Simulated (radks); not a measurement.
Problem. These are the eigenvalues of the occupied orbitals of an atom or ion with whole-number occupations (eV). Method: non-relativistic Kohn-Sham, PW91, spin-unpolarised, spherical densities, point nucleus; computed with a radial shooting solver on a logarithmic mesh with Libxc functionals.

1s: -4871.531
2s: -565.1371
2p: -477.7722
3s: -94.2487
3p: -70.9301
3d: -34.9987

Which element is it, and in what charge state? The configuration may be excited.

Solution. Z = 22, titanium, charge +3: Ti3+ in [Ar] 3d1. The list shows which subshells hold electrons but not how many an open one holds; the 1s level, -179.03 hartree, gives Z - s = 18.9 by -(Z - s)^2/2, which with screening narrows Z to a few neighbours, and the depths of the outer levels then fix element, charge and occupations together.
